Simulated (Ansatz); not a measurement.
TbCl₆²⁻, that is [TbCl6]3- with one electron fewer. Total charge -2; sextet. Geometry r2SCAN-D4/def2-SVP, that of the charge -3 septet; atoms count from 1.

```tsv
atom	x (Å)	y (Å)	z (Å)
Tb1	-0.001	0.000	0.000
Cl2	1.824	-1.444	-1.420
Cl3	-1.827	1.447	1.417
Cl4	-0.293	-2.084	1.733
Cl5	0.297	2.085	-1.731
Cl6	-2.002	-1.006	-1.554
Cl7	2.002	1.002	1.555
```

In the def2 sets Tb takes a core potential; there is no spin–orbit coupling. With an open 4f shell the SCF may have ended on a state above the lowest. A multiply charged anion in the gas phase is held together partly by the finite basis. Removing one electron lowers the energy by 1.84 eV at PBE0-D4/def2-TZVP, so it isn't bound. The charge -2 sextet is spin-contaminated (final ⟨S²⟩ up to 9.76, 8.75 for a pure state).

Q: Estimate the Mulliken populations from the PBE0/def2-TZVP orbitals of Ansatz.

A: 
```
atom  charge (e)  spin (α − β)  d electrons
 Tb1        1.36          6.10        10.86
 Cl2       -0.56         -0.18            –
 Cl3       -0.56         -0.18            –
 Cl4       -0.56         -0.18            –
 Cl5       -0.56         -0.18            –
 Cl6       -0.56         -0.18            –
 Cl7       -0.56         -0.19            –
```
Mulliken values depend strongly on the basis.

Q: Where does the spin sit?

A: Summed by element: Tb 6.10, Cl -1.10, of 5 unpaired in all. Largest on single atoms: Tb1 6.10, Cl7 -0.19, Cl2 -0.18.

Q: And the Mayer bond orders between heavy atoms (over 0.3)?

A: Tb1–Cl2 0.51 (2.73 Å); Tb1–Cl3 0.51 (2.73 Å); Tb1–Cl4 0.51 (2.73 Å); Tb1–Cl5 0.51 (2.73 Å); Tb1–Cl6 0.51 (2.73 Å); Tb1–Cl7 0.51 (2.73 Å).
